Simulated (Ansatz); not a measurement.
`BCB(C)Cl` and `CB(C)Cl` differ in one atom or group.

Ansatz, PBE0-D4/def2-TZVP geometries, multiplicity 1. Each molecule was computed in one conformer, which needn't be the lowest.

```csv
property,`BCB(C)Cl`
HOMO–LUMO gap (B3LYP/def2-TZVPP) / eV,6.10
size of the dipole moment (PBE/def2-TZVPP) / D,1.46
LUMO energy (PBE/def2-TZVPP) / eV,-2.82
size of the dipole moment (B3LYP/def2-TZVPP) / D,1.50
LUMO energy (PBE0/def2-TZVPP) / eV,-1.85
HOMO–LUMO gap (PBE/def2-TZVPP) / eV,4.24
```

**Question.** What does the change do to each property? (Estimate.)

**Answer.** Ansatz gave: 
```csv
property,`CB(C)Cl`,shift
HOMO–LUMO gap (B3LYP/def2-TZVPP) / eV,7.17,1.07
size of the dipole moment (PBE/def2-TZVPP) / D,1.50,0.04
LUMO energy (PBE/def2-TZVPP) / eV,-1.68,1.14
size of the dipole moment (B3LYP/def2-TZVPP) / D,1.55,0.05
LUMO energy (PBE0/def2-TZVPP) / eV,-0.67,1.18
HOMO–LUMO gap (PBE/def2-TZVPP) / eV,5.22,0.98
```

With PBE0 the HOMO rises by 0.11 eV and the LUMO rises by 1.18 eV, so the gap widens by about 1.07 eV. PBE moves the HOMO by 0.16 eV and ωB97M-V by 0.10 eV. Dipoles are sizes alone; their direction can turn.

B3LYP here is the variant with VWN-RPA as its local correlation; programs differ in this.
